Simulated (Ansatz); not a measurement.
`OC(CF)C(F)F` → `CC(F)OC(F)F`  (isomerisation)

Isolated molecules relaxed with PBE0-D4/def2-TZVP in Ansatz; ΔE leaves out vibrations. CBS: MP2 limit from def2 TZ/QZ plus the TZ coupled-cluster correction, frozen cores. DFT in def2-TZVPP. Each species was taken in one conformer, which may not be the lowest.

| level | ΔE (kJ/mol) | difference from CCSD(T)/CBS |
| --- | --- | --- |
| PBE0-D4 | -46.9 | -6.0 |
| ωB97X-V | -47.0 | -6.1 |
| PBE | -47.9 | -7.0 |
| r2SCAN | -52.6 | -11.7 |
| MP2/def2-TZVPP | -44.9 | -4.0 |
| SCS-MP2/def2-TZVPP | -43.8 | -2.9 |
| CCSD/def2-TZVPP | -43.9 | -3.0 |
| CCSD(T)/def2-TZVPP | -44.8 | -3.9 |
| SCS-MP2/def2-QZVPP | -41.5 | -0.6 |
| CCSD/CBS(def2) | -40.0 | 0.9 |
| CCSD(T)/CBS | -40.9 | 0 |

Largest T1 diagnostic among the species: 0.012.

In def2-TZVPP, CCSD(T) changes the Hartree–Fock value by +7.4 kJ/mol (the triples alone add −0.9 kJ/mol) and MP2 by +7.3 kJ/mol.
